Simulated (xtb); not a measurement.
C4H6Cl2N2Pd, charge +1, doublet, from a rough starting geometry (GFN-xTB shapes and energies of metal compounds can be far from the true ones) (the multiplicity is a formal guess); GFN2-xTB run with xtb 6.7.1.

The xtb input:
```
$ xtb mol.xyz --gfn 2 --chrg 1 --uhf 1 --opt vtight --json

# file mol.xyz
15

Pd    -0.04997112     0.01193074     0.01596700
Cl     2.10004402    -0.90080718    -0.05470491
Cl    -2.18099779     0.91963504     0.00294929
C      1.70061124     4.12026563     0.03108249
C      1.18071311     2.74796433    -0.04170307
N      0.72754393     1.70202226     0.04213511
H      2.17114425     4.30438128    -0.94525487
H      2.47165615     4.17386992     0.86980379
H      0.88196774     4.81541002     0.17518765
C     -1.70531362    -4.10411715    -0.00969175
C     -1.13604606    -2.85781048    -0.01454438
N     -0.72168359    -1.69534943     0.02774411
H     -2.52245179    -4.14090808     0.60508544
H     -1.02291767    -4.80842110     0.43048243
H     -1.95573614    -4.39720114    -1.03532229
```

Q: Predict the main parts of the log of this xtb run.

A: 
```
   ID    Z sym.   atoms
    1   46 Pd     1
    2   17 Cl     2, 3
    3    6 C      4, 5, 10, 11
    4    7 N      6, 12
    5    1 H      7-9, 13-15

           -------------------------------------------------
          |                Calculation Setup                |
           -------------------------------------------------

           -------------------------------------------------
          |                 G F N 2 - x T B                 |
           -------------------------------------------------

          ...................................................
          :                      SETUP                      :
          :.................................................:
          :  # basis functions                  60          :
          :  # atomic orbitals                  57          :
          :  # shells                           27          :
          :  # electrons                        55          :
          :  max. iterations                   250          :
          :  Hamiltonian                  GFN2-xTB          :
          :  restarted?                      false          :
          :  GBSA solvation                  false          :
          :  PC potential                    false          :
          :  electronic temp.          300.0000000     K    :
          :  accuracy                    1.0000000          :
          :  -> integral cutoff          0.2500000E+02      :
          :  -> integral neglect         0.1000000E-07      :
          :  -> SCF convergence          0.1000000E-05 Eh   :
          :  -> wf. convergence          0.1000000E-03 e    :
          :  Broyden damping             0.4000000          :
          :  net charge                          1          :
          :  unpaired electrons                  1          :
          ...................................................

 iter      E             dE          RMSdq      gap      omega  full diag
   1    -30.8970676 -0.308971E+02  0.817E+00    3.35       0.0  T
   2    -30.9933252 -0.962576E-01  0.438E+00    3.15       1.0  T
   3    -30.9583172  0.350080E-01  0.325E+00    2.85       1.0  T
   4    -31.0281091 -0.697919E-01  0.161E+00    3.22       1.0  T
   5    -31.0303949 -0.228579E-02  0.137E+00    3.10       1.0  T
   6    -31.0352945 -0.489957E-02  0.613E-01    3.11       1.0  T
   7    -31.0359505 -0.656034E-03  0.300E-01    3.12       1.0  T
   8    -31.0364578 -0.507297E-03  0.138E-01    3.12       1.0  T
[...]
 * total energy  :   -30.7272202 Eh     change       -0.9829186E-04 Eh
 * total energy  :   -30.7272636 Eh     change       -0.4339711E-04 Eh
 * total energy  :   -30.7272875 Eh     change       -0.2387979E-04 Eh
 * total energy  :   -30.7273021 Eh     change       -0.1466882E-04 Eh
 * total energy  :   -30.7273114 Eh     change       -0.9246747E-05 Eh
 * total energy  :   -30.7273144 Eh     change       -0.3040117E-05 Eh
 * total energy  :   -30.7273155 Eh     change       -0.1034883E-05 Eh
 * total energy  :   -30.7273160 Eh     change       -0.5491534E-06 Eh
 * total energy  :   -30.7273164 Eh     change       -0.4479415E-06 Eh
 * total energy  :   -30.7273168 Eh     change       -0.3325280E-06 Eh
 * total energy  :   -30.7273169 Eh     change       -0.1452901E-06 Eh
 * total energy  :   -30.7273170 Eh     change       -0.9986447E-07 Eh
   *** GEOMETRY OPTIMIZATION CONVERGED AFTER 18 ITERATIONS ***
         :: total energy             -30.727317027073 Eh    ::
[...]

           -------------------------------------------------
          |                Geometry Summary                 |
           -------------------------------------------------

      molecular mass/u    :      259.4251972
   center of mass at/Å    :       -0.0052275      -0.0068162       0.0109169
  moments of inertia/u·Å² :        0.3600903E+03   0.9613297E+03   0.1315041E+04
rotational constants/cm⁻¹ :        0.4681502E-01   0.1753575E-01   0.1281909E-01

 * 14 selected distances

     #   Z          #   Z                                           value/Å
     1  46 Pd       2  17 Cl                                      2.2335257 (max)
     1  46 Pd       3  17 Cl                                      2.2334338
     4   6 C        5   6 C                                       1.4125923
     1  46 Pd       6   7 N                                       1.9259585
     5   6 C        6   7 N                                       1.1506990
     4   6 C        7   1 H                                       1.0914082
     4   6 C        8   1 H                                       1.0913792
     4   6 C        9   1 H                                       1.0913652 (min)
    10   6 C       11   6 C                                       1.4125904
     1  46 Pd      12   7 N                                       1.9258645
    11   6 C       12   7 N                                       1.1507191
    10   6 C       13   1 H                                       1.0913999
    10   6 C       14   1 H                                       1.0913937
    10   6 C       15   1 H                                       1.0913945

 * 5 distinct bonds (by element types)

   Z      Z             #   av. dist./Å        max./Å        min./Å
   1 H    6 C           6     1.0913901     1.0914082     1.0913652
   6 C    6 C           2     1.4125913     1.4125923     1.4125904
   6 C    7 N           2     1.1507090     1.1507191     1.1506990
   7 N   46 Pd          2     1.9259115     1.9259585     1.9258645
  17 Cl  46 Pd          2     2.2334798     2.2335257     2.2334338

optimized geometry written to: xtbopt.xyz

           -------------------------------------------------
          | TOTAL ENERGY              -30.727317027073 Eh   |
          | GRADIENT NORM               0.000090228974 Eh/α |
          | HOMO-LUMO GAP               3.038295423525 eV   |
           -------------------------------------------------

normal termination of xtb
```
